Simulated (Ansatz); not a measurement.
**A ladder of methods for SnH3F (SMILES [F][SnH3])**

SnH3F: 5 atoms, total charge 0, spin state singlet. As SMILES, `[F][SnH3]`. The coordinates come from a PBE0-D4/def2-TZVP relaxation.

Quantity: the electronic atomisation energy, in eV. The values are calculated. Electronic energies at fixed atoms, without zero-point motion or spin-orbit coupling.

```tsv
level	kind	program	value (eV)	less CCSD(T)/STO-3G	CPU time (all runs)
HF/STO-3G	Hartree–Fock	Ansatz	13.05	-1.80	0.61 s
revPBE/STO-3G	GGA	Ansatz	17.50	+2.65	3.4 s
r2SCAN/STO-3G	meta-GGA	Ansatz	17.76	+2.91	11 s
r2SCAN0/STO-3G	hybrid meta-GGA	Ansatz	17.14	+2.29	7.4 s
CAM-B3LYP/STO-3G	range-separated hybrid	Ansatz	17.87	+3.02	3.2 s
HSE06/STO-3G	range-separated hybrid	Ansatz	17.20	+2.35	3.8 s
B2PLYP/STO-3G	double hybrid	Ansatz	16.56	+1.71	3.7 s
MP2/STO-3G	perturbation theory	Ansatz	14.32	-0.53	0.68 s
CCSD(T)/STO-3G	coupled cluster or CI	Ansatz	14.85	0.00	0.82 s
CCSDTQ/STO-3G	coupled cluster or CI	Ansatz	14.87	+0.02	33 s
```

Differences are taken from CCSD(T)/STO-3G for orientation; it has basis-set and higher-order errors of its own. All-electron rows without a relativistic Hamiltonian named are non-relativistic. The values span 13.05 to 17.87 eV. All rows use very small basis sets, so none should be taken for the real molecule's value. In the correlated wave-function rows the outer d shell of Sn is correlated, in sets not made for it. In so small a basis fixed costs decide the times, and correlated methods can beat functionals. CPU times are rough (shared hosts, several kinds of processor and program).
